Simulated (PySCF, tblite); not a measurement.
C₈H₁₀OSi.
Structure used (GFN2-xTB), in Å, numbered top down from 1:
```xyz
20
C8H10OSi angstrom
C      2.6202    0.5098   -0.7015
C      2.6188   -0.7705   -0.3760
C      1.5353   -1.2954    0.5175
Si     0.4727    0.2415    0.9179
C     -1.3014    0.0833    0.3361
C     -1.8897   -0.4650   -0.7729
C     -3.2806   -0.2635   -0.6401
C     -3.4449    0.3947    0.5407
O     -2.2631    0.6075    1.1336
C      1.5380    1.4008   -0.1681
H      3.3727    0.9454   -1.3435
H      3.3704   -1.4620   -0.7303
H      0.9864   -2.0890    0.0077
H      1.9792   -1.7519    1.4030
H      0.4670    0.6088    2.3387
H     -1.3824   -0.9485   -1.5828
H     -4.0493   -0.5657   -1.3218
H     -4.3229    0.7504    1.0437
H      0.9880    1.8532   -0.9957
H      1.9804    2.2268    0.3908
```

The calculation used PBE0/pcSseg-1 in PySCF (dipole) on a GFN2-xTB geometry, gas phase.

Masses are those of the commonest isotopes; rigid-rotor values at the optimised geometry. The values belong to one conformer with, in the numbering `[CH:1]1=[CH:2][CH2:3][SiH:4]([c:5]2[cH:6][cH:7][cH:8][o:9]2)[CH2:10]1`, C3–Si4–C5–C6 -38°.

(1) What are A, B and C (MHz)?

(2) What kind of rotor is it?

(3) Is it planar, by Δ = Ic − Ia − Ib?

(4) Give the other two planar moments, Paa and Pbb, and the rms extents of the mass along the axes.

(5) List the rotational levels J(Ka,Kc) to J = 3 (cm⁻¹).

(6) Which lines would a microwave search look for?

Results:

(1) Ia = 168.10, Ib = 778.41, Ic = 803.75 u·Å²; 505379 MHz·u·Å²/I gives A = 3006, B = 649.2, C = 628.8 MHz.

(2) A near-prolate asymmetric top: κ = (2 × 649.2 − 3006 − 628.8)/(3006 − 628.8) = -0.98.

(3) Not planar: Δ = Ic − Ia − Ib = -142.76 u·Å². For a rigid frame Δ = −2 Σ m c², so Σ m c² = 71.38 u·Å² lies off the ab plane: 17.67 from hydrogen and 53.71 from heavier atoms. The atom farthest from that plane is 2.15 Å away.

(4) Paa = Σ m a² = (Ib + Ic − Ia)/2 = 707.03 and Pbb = Σ m b² = (Ia + Ic − Ib)/2 = 96.72 u·Å². With the mass M = 150.05 u, the rms extents √(P/M) along a, b and c are 2.17, 0.80, 0.69 Å.

(5) Above 0(0,0):
J = 1: 1(0,1) 0.0426, 1(1,1) 0.1213, 1(1,0) 0.1219
J = 2: 2(0,2) 0.1279, 2(1,2) 0.2058, 2(1,1) 0.2079, 2(2,1) 0.4438, 2(2,0) 0.4438
J = 3: 3(0,3) 0.2558, 3(1,3) 0.3327, 3(1,2) 0.3368, 3(2,2) 0.5716, 3(2,1) 0.5717, 3(3,1) 0.9665, 3(3,0) 0.9665
Those of J = 1 are B + C, A + C and A + B.

(6) The dipole components are |μa| = 0.42 D, |μb| = 0.67 D, |μc| = 0.34 D. Intensities carry the squares of the components, which stand as 0.38 : 1.00 : 0.26 (a : b : c). Some lines, for components of 0.1 D or more:

```json
{"type": "a", "branch": "R", "J(Ka,Kc)": "1(0,1) ← 0(0,0)", "MHz": "1278", "lower level (cm⁻¹)": "0.000"}
{"type": "c", "branch": "Q", "J(Ka,Kc)": "2(1,2) ← 2(0,2)", "MHz": "2337", "lower level (cm⁻¹)": "0.128"}
{"type": "b", "branch": "Q", "J(Ka,Kc)": "1(1,0) ← 1(0,1)", "MHz": "2378", "lower level (cm⁻¹)": "0.043"}
{"type": "b", "branch": "Q", "J(Ka,Kc)": "2(1,1) ← 2(0,2)", "MHz": "2398", "lower level (cm⁻¹)": "0.128"}
{"type": "a", "branch": "R", "J(Ka,Kc)": "2(1,2) ← 1(1,1)", "MHz": "2536", "lower level (cm⁻¹)": "0.121"}
{"type": "a", "branch": "R", "J(Ka,Kc)": "2(1,1) ← 1(1,0)", "MHz": "2577", "lower level (cm⁻¹)": "0.122"}
{"type": "b", "branch": "R", "J(Ka,Kc)": "1(1,1) ← 0(0,0)", "MHz": "3635", "lower level (cm⁻¹)": "0.000"}
{"type": "c", "branch": "R", "J(Ka,Kc)": "1(1,0) ← 0(0,0)", "MHz": "3656", "lower level (cm⁻¹)": "0.000"}
{"type": "b", "branch": "R", "J(Ka,Kc)": "2(1,2) ← 1(0,1)", "MHz": "4893", "lower level (cm⁻¹)": "0.043"}
{"type": "c", "branch": "R", "J(Ka,Kc)": "2(1,1) ← 1(0,1)", "MHz": "4954", "lower level (cm⁻¹)": "0.043"}
{"type": "b", "branch": "Q", "J(Ka,Kc)": "2(2,0) ← 2(1,1)", "MHz": "7072", "lower level (cm⁻¹)": "0.208"}
{"type": "c", "branch": "R", "J(Ka,Kc)": "2(2,0) ← 1(1,0)", "MHz": "9648", "lower level (cm⁻¹)": "0.122"}
{"type": "c", "branch": "R", "J(Ka,Kc)": "2(2,1) ← 1(1,1)", "MHz": "9668", "lower level (cm⁻¹)": "0.121"}
{"type": "b", "branch": "R", "J(Ka,Kc)": "2(2,0) ← 1(1,1)", "MHz": "9669", "lower level (cm⁻¹)": "0.121"}
```

Its lowest GFN2-xTB frequency is 12 cm⁻¹, too small to tell a flat minimum from a shallow saddle. Zero-point vibration and centrifugal distortion are left out.
